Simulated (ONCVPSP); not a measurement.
# Transferability test, ONCV potential for oxygen (O)

```
Element                 : O (Z = 8)
Generator               : ONCVPSP 4.0.1
Type                    : optimised norm-conserving Vanderbilt (ONCV)
Functional              : PBEsol
Relativity              : scalar-relativistic
Frozen core             : [He]
Valence charge          : 6
Reference configuration : 2s1.75 2p4.25
Partial waves           : 2s: rc 0.75 bohr, ncon 4, nbas 9, qcut 7.1 1/bohr, 2 projectors, debl 0.7 Ha; 2p: rc 2.10 bohr, ncon 5, nbas 10, qcut 7.8 1/bohr, 1 projector; d scattering state at 0.25 Ha: rc 2.25 bohr, ncon 5, nbas 8, qcut 3.6 1/bohr, 3 projectors, debl 3.2 Ha
Local potential         : polynomial inside 0.70 bohr (lpopt 2, dvloc0 0 Ha)
Core correction         : none
```

In the s channel the program set the typed energies aside and used -0.879, 0.250 Ha.

Energies are relative to the spin-unpolarised reference configuration 2s1.75 2p4.25; without spin polarisation the order of configurations can differ from experiment.

| valence configuration | charge | ΔE all-electron (eV) | error AE − PS (meV) |
| --- | --- | --- | --- |
| 2s2 2p2 | +2 | 46.127 | +623 |
| 2s1 2p4 | +1 | 27.787 | -84 |

Question: What are ΔE and the potential's error for 2s2 2p3?

Answer: ΔE = 12.650 eV all-electron; the error (AE − PS) is +99 meV.

Question: What are ΔE and the potential's error for 2s2 2p4?

Answer: ΔE = -3.710 eV all-electron; the error (AE − PS) is +0.1 meV.

Levels in the configuration 2s2 2p3:

```json
{"level": "2s", "all-electron (eV)": "-39.483", "pseudo (eV)": "-39.450"}
{"level": "2p", "all-electron (eV)": "-24.362", "pseudo (eV)": "-24.133"}
```
